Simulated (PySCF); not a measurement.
Cl3Ge, SMILES [Cl][Ge]([Cl])[Cl], multiplicity 2. Atoms are numbered in the order given.

```xyz
4

Cl     1.7732    -1.0238    -0.2952
Ge     0.0000     0.0000     0.4704
Cl    -1.7732    -1.0238    -0.2952
Cl     0.0000     2.0475    -0.2952
```
Charge 0, spin multiplicity 2.

The structure is a stationary point at B3LYP-D3(BJ)/def2-SVP. The isomer is the one that the SMILES or the coordinates give; other isomers of the formula were not compared.

Calculation: TDA-CAM-B3LYP/def2-SVPD (PySCF).

Vertical excitations; the highest root listed may be one member of a degenerate set. 

Computed UV-visible absorptions:
```
state    energy (eV)  λ (nm)      f                                     main pairs
-------  -----------  ------  -----  ---------------------------------------------
root 1          3.16     392  0.000                               β HOMO→LUMO 98 %
root 2          3.39     366  0.000                 β HOMO−1→LUMO (degenerate set)
root 3          3.39     366  0.000                 β HOMO−2→LUMO (degenerate set)
root 4          3.78     328  0.020                 β HOMO−4→LUMO (degenerate set)
root 5          3.78     328  0.020                 β HOMO−3→LUMO (degenerate set)
root 6          4.34     286  0.006           α HOMO→LUMO 11 %, β HOMO−5→LUMO 85 %
root 7          5.01     248  0.038           α HOMO→LUMO 87 %, β HOMO−5→LUMO 10 %
root 8          5.37     231  0.019  α HOMO→LUMO+2, β HOMO−6→LUMO (degenerate set)
root 9          5.37     231  0.019  α HOMO→LUMO+1, β HOMO−7→LUMO (degenerate set)
root 10         5.86     211  0.105                             α HOMO→LUMO+2 86 %
```
Unrestricted roots are not spin-pure.
